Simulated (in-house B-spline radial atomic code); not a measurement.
A fraction x of an electron is removed from 1s in Li2+, starting from 1s1 and keeping the highest spin. Computed with a B-spline radial code for spherical atoms: scalar-relativistic (X2C) Hartree-Fock with fractional occupations, spin-polarised, spherical fractional occupations, Fermi nucleus of rms radius 2.444 fm.

Caution: exact exchange at fractional occupations of open shells leaves self-interaction of up to several eV.

| x | E(x) - E(0) (eV) | 1s up level (eV) |
| --- | --- | --- |
| 0 | 0.0000 | -122.466 |
| 0.02 | 2.4493 | -122.466 |
| 0.22 | 26.9425 | -122.466 |
| 0.27 | 33.0658 | -122.466 |
| 0.47 | 57.5590 | -122.466 |
| 0.5 | 61.2330 | -122.466 |
| 0.59 | 72.2549 | -122.466 |
| 0.63 | 77.1535 | -122.466 |
| 0.8 | 97.9727 | -122.466 |
| 0.89 | 108.9947 | -122.466 |
| 0.99 | 121.2413 | -122.466 |
